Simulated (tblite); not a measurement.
C6H11O2 (doublet state).
SMILES with atom numbers: `[CH2:1]=[C:2]([O:3][CH3:4])[C@@H:5]([CH3:6])[CH2:7][O:8]` (hydrogens: H9, H10 on C1; H11, H12, H13 on C4; H14 on C5; H15, H16, H17 on C6; H18, H19 on C7)
Bond orders are those of one Lewis drawing.

Computed with GFN2-xTB (tblite), gas phase: L-BFGS steps from a force-field or distance-geometry start until the largest atomic force falls under 0.01 eV/Å.

The end geometry, which sets the zero of energy:
```
atom  x, y, z in Å
C1      0.8799   -0.2607    1.7372
C2      0.3676   -0.0158    0.5289
O3      1.0738    0.1326   -0.6201
C4      2.4710   -0.0377   -0.5761
C5     -1.1033    0.0915    0.2806
C6     -1.5021    1.3831   -0.4179
C7     -1.5297   -1.1585   -0.6055
O8     -2.8012   -1.2017   -0.8774
H9      0.2295   -0.3824    2.5822
H10     1.9352   -0.3144    1.9330
H11     2.8156    0.0577   -1.6044
H12     2.9448    0.7331    0.0393
H13     2.7382   -1.0255   -0.1893
H14    -1.6504   -0.0101    1.2208
H15    -1.4162    2.2259    0.2649
H16    -0.8660    1.5615   -1.2811
H17    -2.5345    1.2997   -0.7485
H18    -1.1289   -2.0891   -0.1426
H19    -0.9330   -0.9800   -1.5313
```

Question: These geometries come from the run, each turned onto the end geometry. Order them by energy, lowest first.
A.
```
atom  x, y, z in Å
C1      0.8786   -0.2644    1.7465
C2      0.3662   -0.0405    0.5344
O3      1.0648    0.0865   -0.6217
C4      2.4666   -0.0310   -0.5844
C5     -1.1036    0.0830    0.2847
C6     -1.4828    1.3814   -0.4151
C7     -1.5413   -1.1586   -0.6064
O8     -2.8164   -1.1960   -0.8639
H9      0.2261   -0.3517    2.5946
H10     1.9331   -0.3299    1.9448
H11     2.7960    0.0595   -1.6179
H12     2.9146    0.7679    0.0139
H13     2.7788   -0.9997   -0.1843
H14    -1.6563   -0.0112    1.2224
H15    -1.4339    2.2184    0.2793
H16    -0.8086    1.5746   -1.2463
H17    -2.4995    1.2916   -0.7920
H18    -1.1375   -2.0949   -0.1578
H19    -0.9546   -0.9757   -1.5383
```
B.
```
atom  x, y, z in Å
C1      0.9029   -0.2315    1.7119
C2      0.4169   -0.0820    0.4747
O3      1.1558    0.0339   -0.6571
C4      2.5672   -0.0202   -0.5629
C5     -1.0642    0.0337    0.2441
C6     -1.4793    1.3512   -0.4104
C7     -1.6720   -1.1633   -0.6093
O8     -2.9635   -1.0662   -0.7407
H9      0.2261   -0.2939    2.5384
H10     1.9443   -0.2414    1.9730
H11     2.9388    0.0752   -1.5845
H12     2.9537    0.8037    0.0453
H13     2.9086   -0.9674   -0.1345
H14    -1.5477   -0.0786    1.2153
H15    -1.6149    2.1339    0.3324
H16    -0.7467    1.6676   -1.1517
H17    -2.4383    1.1912   -0.8983
H18    -1.3343   -2.1411   -0.2084
H19    -1.1631   -0.9957   -1.5846
```
C.
```
atom  x, y, z in Å
C1      0.8856   -0.2533    1.7325
C2      0.3630   -0.0526    0.5211
O3      1.0645    0.0648   -0.6354
C4      2.4677   -0.0300   -0.5777
C5     -1.1079    0.0782    0.2833
C6     -1.4745    1.3828   -0.4127
C7     -1.5624   -1.1673   -0.6047
O8     -2.8398   -1.2017   -0.8490
H9      0.2429   -0.3363    2.5882
H10     1.9427   -0.3252    1.9144
H11     2.8229    0.0641   -1.6023
H12     2.8862    0.7852    0.0191
H13     2.7909   -0.9897   -0.1625
H14    -1.6515   -0.0267    1.2258
H15    -1.4529    2.2047    0.3015
H16    -0.7696    1.5883   -1.2156
H17    -2.4750    1.3015   -0.8339
H18    -1.1529   -2.1029   -0.1581
H19    -0.9897   -0.9747   -1.5412
```
D.
```
atom  x, y, z in Å
C1      0.9068   -0.2348    1.7175
C2      0.3899   -0.0720    0.4956
O3      1.0983    0.0189   -0.6571
C4      2.5015   -0.0278   -0.5597
C5     -1.0819    0.0495    0.2564
C6     -1.4704    1.3677   -0.4080
C7     -1.6146   -1.1667   -0.6120
O8     -2.9078   -1.1291   -0.7815
H9      0.2565   -0.3389    2.5656
H10     1.9639   -0.2537    1.9156
H11     2.8918    0.0709   -1.5691
H12     2.8802    0.8002    0.0459
H13     2.8436   -0.9744   -0.1325
H14    -1.6020   -0.0193    1.2138
H15    -1.5331    2.1626    0.3334
H16    -0.7520    1.6660   -1.1666
H17    -2.4415    1.2431   -0.8835
H18    -1.2391   -2.1255   -0.1882
H19    -1.0999   -1.0274   -1.5928
```
E.
```
atom  x, y, z in Å
C1      0.8931   -0.2561    1.7155
C2      0.3679   -0.0599    0.5041
O3      1.0723    0.0390   -0.6530
C4      2.4759   -0.0269   -0.5670
C5     -1.1047    0.0658    0.2727
C6     -1.4685    1.3788   -0.4089
C7     -1.5809   -1.1674   -0.6072
O8     -2.8648   -1.1913   -0.8212
H9      0.2615   -0.3369    2.5798
H10     1.9522   -0.2932    1.8913
H11     2.8416    0.0617   -1.5869
H12     2.8713    0.7929    0.0422
H13     2.8056   -0.9798   -0.1434
H14    -1.6502   -0.0308    1.2146
H15    -1.4810    2.1947    0.3121
H16    -0.7463    1.6132   -1.1880
H17    -2.4592    1.2954   -0.8509
H18    -1.1765   -2.1014   -0.1586
H19    -1.0192   -0.9886   -1.5545
```

Answer: A (0.003 eV), C (0.008 eV), E (0.016 eV), D (0.038 eV), B (0.084 eV).

In the order of the answer:

| step | E above end (eV) | largest force (eV/Å) | rms force component (eV/Å) | rms distance from end (Å) | rms bond change (Å) | bond most changed (Å) |
| --- | --- | --- | --- | --- | --- | --- |
| 40 | 0.003 | 0.04 | 0.013 | 0.033 | 0.001 | C5–C6 +0.001 |
| 30 | 0.008 | 0.10 | 0.031 | 0.055 | 0.002 | C5–C7 +0.005 |
| 24 | 0.016 | 0.11 | 0.035 | 0.076 | 0.001 | C5–C7 -0.002 |
| 16 | 0.038 | 0.18 | 0.053 | 0.113 | 0.002 | C5–C6 +0.005 |
| 9 | 0.084 | 0.29 | 0.075 | 0.156 | 0.004 | C2–C5 +0.008 |

The cost below is that of the whole relaxation. The run took 0.34 s wall on one thread of an Arm Neoverse V2, shared host with 32 logical CPUs at a one-minute load of 14.
